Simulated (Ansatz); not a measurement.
Be2S, relaxed as a triplet with UKS PBE0-D4/def2-TZVP in Ansatz, starting from the PBE0-D4/def2-TZVP geometry of the neutral singlet. Force threshold 0.02 eV/Å.

At PBE0-D4/def2-TZVP a singlet of charge 0 lies 0.10 eV below the triplet, each at its own geometry. That singlet is doubtful there (restricted singlet, unstable towards broken spin symmetry). The structure comes from a short search, and lower isomers may exist.

Start:

```xyz
3

Be   -0.2320    0.2136   -1.0618
Be    0.3586   -1.0032    0.3032
S    -0.1265    0.7897    0.7587
```

```tsv
step	energy (eV)	largest force component (eV/Å)	SCF passes
1	-11631.3885	2.094	31
2	-11631.7644	0.916	35
3	-11631.9388	0.347	34
4	-11632.0357	0.128	36
5 (rejected)	-11632.0343	0.193	34
6	-11632.0369	0.001	34
```

Force components are those of the run's own axes.

End:

```xyz
3

Be   -0.373    0.558   -1.281
Be    0.474   -1.187    0.677
S    -0.101    0.629    0.604
```

By distances, no bond broke or formed, bridged metal pairs apart. The bond that changes most is Be2–S3, from 1.91 to 1.91 Å (atoms count from 1). A close non-bonded pair moves further: Be1–Be2, from 1.92 to 2.76 Å. Metal–metal contacts that move far: Be1–Be2 1.92 to 2.76 Å.

No frequencies were taken in this run, so the end may be a saddle point.

Run time 4.7 s (4 threads of Arm Neoverse V1 on a shared host).
